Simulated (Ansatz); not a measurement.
FH₅Si₃, SMILES `F[SiH]1[SiH2][SiH2]1`, relaxed with RKS PBE-D4/def2-SVP in the Gaussian-basis code of Ansatz from a rough embedded geometry. The force threshold is 0.03 eV/Å; the program also tests the step.

The species carries charge 0 and has multiplicity 1.

Start:

```xyz
9

F    -1.910    0.923    1.265
Si   -0.908   -0.187    0.958
Si   -0.311   -0.331   -1.168
Si    1.137    0.462    0.316
H    -1.049   -1.447    1.774
H    -0.792    0.673   -2.183
H     0.140   -1.692   -1.738
H     2.289   -0.401    0.617
H     1.404    2.001    0.160
```

| step | energy (eV) | largest force (eV/Å) | largest move (Å) |
| --- | --- | --- | --- |
| 1 | -26406.1924 | 3.960 | 0.000 |
| 2 | -26406.7495 | 1.985 | 0.175 |
| 3 | -26406.8691 | 0.329 | 0.131 |
| 4 | -26406.8760 | 0.179 | 0.043 |
| 5 | -26406.8821 | 0.121 | 0.081 |
| 6 | -26406.8829 | 0.196 | 0.099 |
| 7 | -26406.8867 | 0.046 | 0.063 |
| 8 | -26406.8873 | 0.030 | 0.017 |

End:

```xyz
9

F    -2.125    0.842    1.524
Si   -0.934   -0.136    0.949
Si   -0.288   -0.401   -1.272
Si    1.225    0.491    0.347
H    -0.953   -1.447    1.686
H    -0.629    0.677   -2.263
H    -0.220   -1.762   -1.910
H     2.433   -0.195    0.924
H     1.493    1.932    0.013
```

Run time 11 s (2 threads of an Arm Neoverse V2 on a shared host); peak host memory 0.13 GiB.
